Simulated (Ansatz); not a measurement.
```yaml
crystal:
  periodic: [false, false, false]
  atoms:
    - {symbol: C, position_ang: [-0.004066, -1.821683, -1.548493]}
    - {symbol: N, position_ang: [0.087621, -1.360405, -0.153599]}
    - {symbol: C, position_ang: [0.254612, -2.517130, 0.737982]}
    - {symbol: Al, position_ang: [-1.335315, -0.142356, 0.396737]}
    - {symbol: Cl, position_ang: [-2.867857, -0.008917, -1.066022]}
    - {symbol: N, position_ang: [-0.076333, 1.343959, 0.264405]}
    - {symbol: C, position_ang: [-0.247301, 2.189304, -0.928522]}
    - {symbol: C, position_ang: [-0.031010, 2.190084, 1.465585]}
    - {symbol: Al, position_ang: [1.390857, 0.061169, 0.150278]}
    - {symbol: Cl, position_ang: [2.601315, 0.398768, -1.560568]}
    - {symbol: H, position_ang: [-0.128682, -0.979222, -2.228867]}
    - {symbol: H, position_ang: [-0.861836, -2.488233, -1.677201]}
    - {symbol: H, position_ang: [0.905783, -2.355980, -1.837162]}
    - {symbol: H, position_ang: [1.165788, -3.070975, 0.488913]}
    - {symbol: H, position_ang: [-0.594769, -3.202345, 0.648250]}
    - {symbol: H, position_ang: [0.324222, -2.190719, 1.776221]}
    - {symbol: H, position_ang: [-1.745011, -0.399701, 1.902247]}
    - {symbol: H, position_ang: [-0.283584, 1.582057, -1.833019]}
    - {symbol: H, position_ang: [-1.180145, 2.757277, -0.866563]}
    - {symbol: H, position_ang: [0.587512, 2.889425, -1.026198]}
    - {symbol: H, position_ang: [0.803486, 2.896976, 1.411298]}
    - {symbol: H, position_ang: [0.095852, 1.577078, 2.358589]}
    - {symbol: H, position_ang: [-0.957012, 2.764956, 1.570756]}
    - {symbol: H, position_ang: [2.095874, -0.113358, 1.554962]}
basis:
  gaussian: {orbitals: cc-pVDZ, final_grid: {core_spheres: 20, valence_spheres: 16, degree: 47}}
hamiltonian: {xc: {name: RPBE}, dispersion: d3bjatm}
scf: {lower_state_search: light}
output: {forces: true}
```

```sh
$ ansatz run in.yaml --threads 4 --pin off --events-out ev --progress --plain --max-ram 41984MiB --backend cpu
```

It prints (some lines left out):

```
Functional definition: RPBE
2962 factors; their error is unknown
mean field evaluation 1: about -45582.1377 eV, gradient 8.2e1 eV
mean field evaluation 2: about -45551.3577 eV, gradient 1.4e2 eV
mean field evaluation 4: about -45598.6069 eV, gradient 8.6e0 eV
mean field evaluation 8: about -45598.7763 eV, gradient 3.5e-1 eV
mean field evaluation 16: about -45598.6376 eV, gradient 4.6e-4 eV
mean field -45598.63758109 eV, -1675.7190232386 hartree, gradient 3.8e-5 eV, S^2 0.000000; 0 other end points of the search recorded, 0 dependent functions left out
reference -45598.63763552 eV, -1675.7190252386 hartree; 56, 56 occupied and 170, 170 virtual orbitals, 2962 factors
Total energy: -45602.77039859 eV, -1675.8709014804 hartree
Atom 0 at    -0.004066    -1.821683    -1.548493 Å, force    -0.005351     0.054066    -0.013926 eV/Å
Atom 1 at     0.087621    -1.360405    -0.153599 Å, force    -0.003368    -0.058633    -0.088733 eV/Å
Atom 2 at     0.254612    -2.517130     0.737982 Å, force     0.000943     0.028996     0.033865 eV/Å
Atom 3 at    -1.335315    -0.142356     0.396737 Å, force    -0.032841    -0.066552     0.423156 eV/Å
Atom 4 at    -2.867857    -0.008917    -1.066022 Å, force    -0.427090     0.047257    -0.474108 eV/Å
Atom 5 at    -0.076333     1.343959     0.264405 Å, force    -0.012600     0.081718    -0.066991 eV/Å
Atom 6 at    -0.247301     2.189304    -0.928522 Å, force     0.000829    -0.047609    -0.029651 eV/Å
Atom 7 at    -0.031010     2.190084     1.465585 Å, force     0.005128    -0.037440     0.023521 eV/Å
Atom 8 at     1.390857     0.061169     0.150278 Å, force     0.117511    -0.056866     0.409290 eV/Å
Atom 9 at     2.601315     0.398768    -1.560568 Å, force     0.323946     0.103499    -0.541924 eV/Å
Atom 10 at    -0.128682    -0.979222    -2.228867 Å, force    -0.055275     0.433171    -0.253292 eV/Å
Atom 11 at    -0.861836    -2.488233    -1.677201 Å, force    -0.417281    -0.307182    -0.035983 eV/Å
Atom 12 at     0.905783    -2.355980    -1.837162 Å, force     0.444758    -0.242596    -0.113857 eV/Å
Atom 13 at     1.165788    -3.070975     0.488913 Å, force     0.438902    -0.245955    -0.133662 eV/Å
Atom 14 at    -0.594769    -3.202345     0.648250 Å, force    -0.414672    -0.309693    -0.056488 eV/Å
Atom 15 at     0.324222    -2.190719     1.776221 Å, force     0.026546     0.209401     0.465985 eV/Å
Atom 16 at    -1.745011    -0.399701     1.902247 Å, force    -0.047270    -0.037630     0.223471 eV/Å
Atom 17 at    -0.283584     1.582057    -1.833019 Å, force    -0.008268    -0.340229    -0.372821 eV/Å
Atom 18 at    -1.180145     2.757277    -0.866563 Å, force    -0.451166     0.251999     0.050496 eV/Å
Atom 19 at     0.587512     2.889425    -1.026198 Å, force     0.410854     0.316601    -0.027475 eV/Å
Atom 20 at     0.803486     2.896976     1.411298 Å, force     0.404140     0.324866    -0.045472 eV/Å
Atom 21 at     0.095852     1.577078     2.358589 Å, force     0.059621    -0.335241     0.381844 eV/Å
Atom 22 at    -0.957012     2.764956     1.570756 Å, force    -0.449369     0.260962     0.031781 eV/Å
Atom 23 at     2.095874    -0.113358     1.554962 Å, force     0.091374    -0.026910     0.210974 eV/Å
Dipole moment:     0.016708    -0.024480     0.164756 e Å
```

Run time 13 s (4 threads of a server CPU on a shared host); peak host memory 0.88 GiB.
